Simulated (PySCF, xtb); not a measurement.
ZnI, SMILES [I][Zn+], charge +1.

GFN2-xTB (xtb) at its own geometry gives an orbital gap of 1.76 eV.

Geometry optimised at r2SCAN-D4/def2-TZVP. The spin state was assumed, not searched. The def2 effective core potentials stand for the cores of I; spin–orbit coupling is left out.

Q: What does CAM-B3LYP/def2-TZVPD in PySCF give? (Estimate from the structure and the level; the computed values follow.)

A: gap 5.11 eV (levels -14.55 and -9.44 eV).
